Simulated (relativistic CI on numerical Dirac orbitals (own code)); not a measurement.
**Level scheme of Pd44+**

Method of calculation: Dirac-Coulomb-Breit CI, KLI orbitals optimised for each configuration, model QED (radiative potential, 1s self-energy scaled to tabulated hydrogen-like ionisation energies), unscaled Slater integrals (own radial code, finite nucleus).

Configuration list: 1s2, 1s.2s, 1s.2p, 1s.3s, 1s.3p, 1s.3d, 1s.4s, 1s.4p, 1s.4d, 1s.4f, 1s.5s, 1s.5p, 1s.5d, 1s.5f, 1s.5g, 1s.6s, 1s.6p, 1s.6d. Levels of other configurations are missing.

| No. | Configuration | Term | J | E (eV) | % | jj configuration (%) |
| --- | --- | --- | --- | --- | --- | --- |
| 1 | 1s2 | 1S | 0 | 0.0 | 100 | closed (100) |
| 2 | 1s.2s | 3S | 1 | 21556.3 | 100 | 1s 2s (100) |
| 3 | 1s.2p | 3P° | 1 | 21619.8 | 73 | 1s 2p1/2 (99) |
| 4 | 1s.2p | 3P° | 0 | 21620.1 | 100 | 1s 2p1/2 (100) |
| 5 | 1s.2s | 1S | 0 | 21623.0 | 100 | 1s 2s (100) |
| 6 | 1s.2p | 3P° | 2 | 21811.9 | 100 | 1s 2p3/2 (100) |
| 7 | 1s.2p | 1P° | 1 | 21841.8 | 73 | 1s 2p3/2 (99) |
| 8 | 1s.3s | 3S | 1 | 25602.2 | 100 | 1s 3s (100) |
| 9 | 1s.3p | 3P° | 1 | 25619.6 | 73 | 1s 3p1/2 (100) |
| 10 | 1s.3p | 3P° | 0 | 25619.6 | 100 | 1s 3p1/2 (100) |
| 11 | 1s.3s | 1S | 0 | 25620.0 | 100 | 1s 3s (100) |
| 12 | 1s.3p | 3P° | 2 | 25676.7 | 100 | 1s 3p3/2 (100) |
| 13 | 1s.3d | 3D | 2 | 25684.1 | 61 | 1s 3d3/2 (100) |
| 14 | 1s.3d | 3D | 1 | 25684.9 | 100 | 1s 3d3/2 (100) |
| 15 | 1s.3p | 1P° | 1 | 25685.1 | 73 | 1s 3p3/2 (100) |
| 16 | 1s.3d | 3D | 3 | 25702.7 | 100 | 1s 3d5/2 (100) |
| 17 | 1s.3d | 1D | 2 | 25703.6 | 61 | 1s 3d5/2 (100) |
| 18 | 1s.4s | 3S | 1 | 27002.6 | 100 | 1s 4s (100) |
| 19 | 1s.4p | 3P° | 1 | 27009.7 | 73 | 1s 4p1/2 (100) |
| 20 | 1s.4p | 3P° | 0 | 27009.7 | 100 | 1s 4p1/2 (100) |
| 21 | 1s.4s | 1S | 0 | 27009.9 | 100 | 1s 4s (100) |
| 22 | 1s.4p | 3P° | 2 | 27033.8 | 100 | 1s 4p3/2 (100) |
| 23 | 1s.4d | 3D | 2 | 27036.8 | 61 | 1s 4d3/2 (100) |
| 24 | 1s.4d | 3D | 1 | 27037.2 | 100 | 1s 4d3/2 (100) |
| 25 | 1s.4p | 1P° | 1 | 27037.3 | 73 | 1s 4p3/2 (100) |
| 26 | 1s.4d | 3D | 3 | 27044.7 | 100 | 1s 4d5/2 (100) |
| 27 | 1s.4f | 3F° | 3 | 27044.9 | 57 | 1s 4f5/2 (100) |
| 28 | 1s.4f | 3F° | 2 | 27045.1 | 100 | 1s 4f5/2 (100) |
| 29 | 1s.4d | 1D | 2 | 27045.1 | 61 | 1s 4d5/2 (100) |
| 30 | 1s.4f | 3F° | 4 | 27048.8 | 100 | 1s 4f7/2 (100) |
| 31 | 1s.4f | 1F° | 3 | 27049.0 | 57 | 1s 4f7/2 (100) |
| 32 | 1s.5s | 3S | 1 | 27645.7 | 100 | 1s 5s (100) |
| 33 | 1s.5p | 3P° | 1 | 27649.3 | 73 | 1s 5p1/2 (100) |
| 34 | 1s.5p | 3P° | 0 | 27649.3 | 100 | 1s 5p1/2 (100) |
| 35 | 1s.5s | 1S | 0 | 27649.4 | 100 | 1s 5s (100) |
| 36 | 1s.5p | 3P° | 2 | 27661.6 | 100 | 1s 5p3/2 (100) |
| 37 | 1s.5d | 3D | 2 | 27663.1 | 61 | 1s 5d3/2 (100) |
| 38 | 1s.5d | 3D | 1 | 27663.3 | 100 | 1s 5d3/2 (100) |
| 39 | 1s.5p | 1P° | 1 | 27663.4 | 73 | 1s 5p3/2 (100) |
| 40 | 1s.5d | 3D | 3 | 27667.2 | 100 | 1s 5d5/2 (100) |
| 41 | 1s.5f | 3F° | 3 | 27667.3 | 57 | 1s 5f5/2 (100) |
| 42 | 1s.5f | 3F° | 2 | 27667.4 | 100 | 1s 5f5/2 (100) |
| 43 | 1s.5d | 1D | 2 | 27667.4 | 61 | 1s 5d5/2 (100) |
| 44 | 1s.5f | 3F° | 4 | 27669.3 | 100 | 1s 5f7/2 (100) |
| 45 | 1s.5g | 3G | 4 | 27669.3 | 55 | 1s 5g7/2 (100) |

Energies count from the lowest computed level; ° marks odd parity. Filled j subshells are mostly left out of the jj labels.

The mean weight of the leading LS term, summed over parents, in these 45 levels is 86 %, and that of the leading jj configuration (from the same eigenvectors) 100 %, so jj coupling describes them better and the LS labels are nominal.

At this charge energies of transitions that change n are usually good to better than 1 %, and those within a shell (Δn = 0) to a few per cent.

LS names give the leading component of a level, which can be under half, so a name can repeat, a term be missing and a line seem to break the LS rules.
